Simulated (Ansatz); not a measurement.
`O[SiH2]N[SiH](O)O`. The species carries charge 0 and has multiplicity 1.

Z-matrix (Å, degrees):
```
Si
N 1 1.709
O 1 1.661 2 107.4
H 1 1.487 2 113.4 3 117.8
H 1 1.485 2 107.8 3 -120.6
Si 2 1.719 1 127.2 3 -47.6
H 2 1.010 1 116.0 3 119.1
H 3 0.959 1 116.4 2 156.4
O 6 1.641 2 104.3 1 138.2
O 6 1.633 2 107.9 1 14.2
H 6 1.480 2 115.4 1 -102.8
H 9 0.958 6 117.1 2 163.5
H 10 0.965 6 114.8 2 32.5
```

(1) List the harmonic frequencies (cm⁻¹, unscaled) at PBE0-D4/def2-TZVP in Ansatz. (Estimate.)

(2) Is this a minimum?

(3) Give the ideal-gas thermochemistry at 298.15 K and 1 bar (rigid rotor, harmonic oscillator; point group C1, symmetry number 1).

## Answers

(1) Computed: 54, 85, 142, 228, 240, 258, 299, 340, 422, 424, 486, 624, 716, 751, 770, 826, 837, 844, 875, 912, 953, 976, 980, 996, 998, 1194, 2212, 2226, 2250, 3623, 3811, 3910, 3927.

(2) Yes, all 33 modes are real.

(3) Zero-point energy 228.4 kJ/mol; H(298) − E = 254.9 kJ/mol; entropy 388.2 J/(mol·K), of which translation 169.1, rotation 117.7, vibration 101.4; G(298) − E = 139.2 kJ/mol. Modes under 100 cm⁻¹ are hindered rotations or soft bends, so the harmonic entropy is rough.
